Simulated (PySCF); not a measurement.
Compound: GeICl3.
SMILES: `[Ge]([Cl])([Cl])([I])[Cl]`

A linear-response calculation (PySCF, def2-SVPD basis, gas phase, vertical, core orbitals frozen in the response) gave these numbers; the functional is withheld.

Orbital energies (eV): HOMO-3 -9.44, HOMO-2 -9.29, HOMO-1 -8.22, HOMO -8.22, LUMO -3.23, LUMO+1 -0.54, LUMO+2 -0.52.

| state | E (eV) | f | main configurations (H = HOMO, L = LUMO) |
| --- | --- | --- | --- |
| S1 | 4.02 | 0.0039 | H-1/H→L (100%) |
| S2 | 4.02 | 0.0040 | H-1/H→L (100%) |
| S3 | 5.05 | 0.0000 | H-2→L (100%) |
| S4 | 5.39 | 0.010 | H-4→L (76%), H-5→L (22%) |
| S5 | 5.39 | 0.010 | H-5→L (76%), H-4→L (22%) |
| S6 | 5.53 | 0.130 | H-3→L (92%) |

Triplets, Tamm–Dancoff:

```
state  E (eV)  λ (nm)  main configurations (H = HOMO, L = LUMO)
   T1    3.61   343.3                             H-1/H→L (98%)
   T2    3.62   342.8                             H-1/H→L (98%)
   T3    4.74   261.3                               H-3→L (97%)
   T4    4.77   259.8                               H-2→L (98%)
```

Vertical ionisation energy by ΔSCF with the same functional: 10.46 eV. Mean static polarisability: 107.5 au.

Orbitals of the list HOMO-3 to LUMO+2 that lie within 0.01 eV of each other are written together with a slash and their weights summed (≥ marks a lower bound); for degenerate orbitals outside that list single weights are arbitrary.

Problem. Which of these was used?
A. HF
B. wB97X-D
C. B3LYP
D. PBE

Solution. C. B3LYP is a global hybrid with 20% exact exchange. In this run −ε(HOMO) = 8.22 eV differs from the ΔSCF value by -2.24 eV, and S1 differs from the orbital gap of 4.99 eV by -0.97 eV. The ratio −ε(HOMO)/IP is 0.79. Small neutral molecules mostly give 0.67 to 0.83 with B3LYP, 0.5 to 0.7 with PBE, 0.89 to 0.99 with wB97X-D; with Hartree–Fock the ratio is 1 or more (Koopmans' value less the relaxation energy is the ΔSCF value).

Method: TDDFT B3LYP/def2-SVPD, vertical, gas phase, core orbitals frozen in the response, def2 core potentials past Kr in PySCF. Isolated species at its PBE0-D3(BJ)/def2-SVP geometry, gas phase. Spin–orbit coupling is left out.
